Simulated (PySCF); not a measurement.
CH8B4S.
Atom-mapped SMILES: `[BH2:1][BH:2][CH2:3][BH:4][S:5][BH2:6]` (hydrogens: H7, H8 on B1; H9 on B2; H10, H11 on C3; H12 on B4; H13, H14 on B6)

Cartesian coordinates in Å at the PBE0-D3(BJ)/def2-SVP level; atoms count from 1:
```
atom  x, y, z in Å
B1    -2.6781    1.1701   -0.1080
B2    -1.6816   -0.1175   -0.4013
C3    -0.7380   -0.7986    0.6578
B4     0.7028   -0.6783    0.0873
S5     1.8777    0.4887    0.8485
B6     3.3715    0.2902   -0.1252
H7    -2.3002    2.3146   -0.2439
H8    -3.8326    1.0235    0.2328
H9    -1.6611   -0.5677   -1.5337
H10   -0.8615   -0.4380    1.6877
H11   -0.9945   -1.8743    0.5765
H12    1.0647   -1.3066   -0.8766
H13    3.4064   -0.4843   -1.0462
H14    4.3178    0.9641    0.1943
```

The calculation used PBE0-D3(BJ)/def2-SVP geometry optimisation, gas phase in PySCF 2.14.0.

Take the most abundant isotopes and a rigid rotor. The values belong to one conformer with, in the numbering `[BH2:1][BH:2][CH2:3][BH:4][S:5][BH2:6]`, B1–B2–C3–B4 -121°, B2–C3–B4–S5 108°, C3–B4–S5–B6 180°, B4–S5–B6–H 0° and 180°.

Give the principal moments of inertia and the rotational constants in cm⁻¹.

Ia = 74.73, Ib = 422.72, Ic = 444.66 u·Å²; 505379 MHz·u·Å²/I gives 6763, 1196 and 1137 MHz, that is A = 0.22559, B = 0.03988, C = 0.03791 cm⁻¹.

What kind of rotor is it?

A near-prolate asymmetric top; Ray's κ = -0.979.

What does the inertial defect say?

Not planar: Δ = Ic − Ia − Ib = -52.79 u·Å². For a rigid frame Δ = −2 Σ m c², so Σ m c² = 26.40 u·Å² lies off the ab plane: 9.39 from hydrogen and 17.01 from heavier atoms. The atom farthest from that plane is 1.56 Å away.

Where do the levels up to J = 4 lie, in K?

Above 0(0,0), as E/k:
J = 1: 1(0,1) 0.112, 1(1,1) 0.379, 1(1,0) 0.382
J = 2: 2(0,2) 0.336, 2(1,2) 0.600, 2(1,1) 0.609, 2(2,1) 1.410, 2(2,0) 1.410
J = 3: 3(0,3) 0.671, 3(1,3) 0.932, 3(1,2) 0.949, 3(2,2) 1.746, 3(2,1) 1.746, 3(3,1) 3.089, 3(3,0) 3.089
J = 4: 4(0,4) 1.119, 4(1,4) 1.374, 4(1,3) 1.402, 4(2,3) 2.194, 4(2,2) 2.194, 4(3,2) 3.537, 4(3,1) 3.537, 4(4,1) 5.417, 4(4,0) 5.417
Those of J = 1 are B + C, A + C and A + B.

Predict some low-J microwave lines.

The dipole components are |μa| = 0.62 D, |μb| = 0.85 D, |μc| = 0.27 D. The squared components, which scale the intensities, stand as 0.53 : 1.00 : 0.10 (a : b : c). Some of the stronger lines:

```tsv
type	branch	J(Ka,Kc)	MHz	lower level (cm⁻¹)
b	R	3(0,3) ← 2(1,2)	1485	0.417
a	R	1(0,1) ← 0(0,0)	2332	0.000
a	R	2(1,2) ← 1(1,1)	4605	0.264
a	R	2(0,2) ← 1(0,1)	4664	0.078
a	R	2(1,1) ← 1(1,0)	4723	0.265
b	Q	1(1,0) ← 1(0,1)	5626	0.078
b	Q	3(1,2) ← 3(0,3)	5776	0.467
a	R	3(1,3) ← 2(1,2)	6908	0.417
a	R	3(0,3) ← 2(0,2)	6994	0.233
a	R	3(2,2) ← 2(2,1)	6996	0.980
a	R	3(1,2) ← 2(1,1)	7084	0.423
b	R	1(1,1) ← 0(0,0)	7900	0.000
b	R	2(1,2) ← 1(0,1)	10173	0.078
b	Q	2(2,0) ← 2(1,1)	16703	0.423
b	Q	3(2,2) ← 3(1,3)	16968	0.648
b	R	2(2,1) ← 1(1,0)	21426	0.265
b	R	2(2,0) ← 1(1,1)	21485	0.264
b	R	3(2,2) ← 2(1,1)	23699	0.423
b	R	3(2,1) ← 2(1,2)	23878	0.417
b	Q	3(3,0) ← 3(2,1)	27983	1.214
b	Q	3(3,1) ← 3(2,2)	27985	1.214
b	R	3(3,1) ← 2(2,0)	34981	0.980
b	R	3(3,0) ← 2(2,1)	34981	0.980
```

Stationary, but not proved a minimum. No vibrational averaging or centrifugal distortion is included, and the geometry carries the error of its method. Quadrupole hyperfine structure (11B) is left out.
